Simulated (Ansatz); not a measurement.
Species: H$_{3}$B, SMILES `B` with one electron removed (charge 1, multiplicity 2), formula H$_{3}$B.

Problem. How many basis functions does frozen-core CCSD(T)/cc-pVTZ // B3LYP-D3(BJ)/def2-TZVP run with Ansatz (an electronic-structure program) use, how many core orbitals are frozen, and how many electrons are correlated?

Solution. 72 basis functions and 1 frozen orbitals, which leaves 5 correlated electrons. Core time is of the order of seconds.
